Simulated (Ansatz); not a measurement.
The cluster Ga₇Sb₇⁺, 14 atoms. Hardware: 2 threads of AMD EPYC 7R13 on a shared host and a share (18 GiB) of an NVIDIA H100 80GB HBM3.

In the def2 sets Sb takes a core potential; there is no spin–orbit coupling. Correlated methods freeze 91 core orbitals; core or outer-core shells of Ga, Sb are correlated, in sets that lack core-valence functions. Single mean-field runs in def2-SVP, def2-TZVP are fitted with def2-universal-jkfit.

Q: How many basis functions does each of these Ansatz runs have, and roughly what does it cost? PBE-D4/def2-SVP, charge 1 doublet, energy, from earlier orbitals; r2SCAN-D4/def2-TZVP, charge 1 doublet, energy, from earlier orbitals; PBE0-D4/def2-SVP, charge 1 doublet, energy with a search over starts; PBE0-D4/def2-TZVP, charge 1 doublet, energy, from earlier orbitals; HF/STO-3G, charge 1 doublet, energy; B97M-V/def2-TZVP, charge 1 doublet, energy, from earlier orbitals; MP2/def2-SVP, charge 1 doublet, energy, from earlier orbitals; PBE-D4/def2-TZVP, charge 1 doublet, energy and forces, from earlier orbitals; PBE0-D4/def2-SVP, charge 1 doublet, energy, from earlier orbitals; RPA@PBE/def2-SVP, charge 1 doublet, energy, from earlier orbitals.

A: Other jobs shared the machine, so times can vary by a factor of up to 3.

```
                                                                         run  functions  fitting or Cholesky vectors  wall time  peak host memory (GiB)
            PBE-D4/def2-SVP, charge 1 doublet, energy, from earlier orbitals        406                         3388      9.5 s                    0.98
           PBE0-D4/def2-SVP, charge 1 doublet, energy, from earlier orbitals        406                         3388       12 s                       1
PBE-D4/def2-TZVP, charge 1 doublet, energy and forces, from earlier orbitals        686                         3388       17 s                     1.2
        r2SCAN-D4/def2-TZVP, charge 1 doublet, energy, from earlier orbitals        686                         3388       19 s                     1.4
           RPA@PBE/def2-SVP, charge 1 doublet, energy, from earlier orbitals        406                         4571       22 s                     2.7
               MP2/def2-SVP, charge 1 doublet, energy, from earlier orbitals        406                         4571       23 s                     1.2
        PBE0-D4/def2-SVP, charge 1 doublet, energy with a search over starts        406                         3388       24 s                    0.99
           B97M-V/def2-TZVP, charge 1 doublet, energy, from earlier orbitals        686                         3388       26 s                     1.9
          PBE0-D4/def2-TZVP, charge 1 doublet, energy, from earlier orbitals        686                         3388       26 s                     1.2
                                         HF/STO-3G, charge 1 doublet, energy        315                         3195    2.2 min                    0.93
```
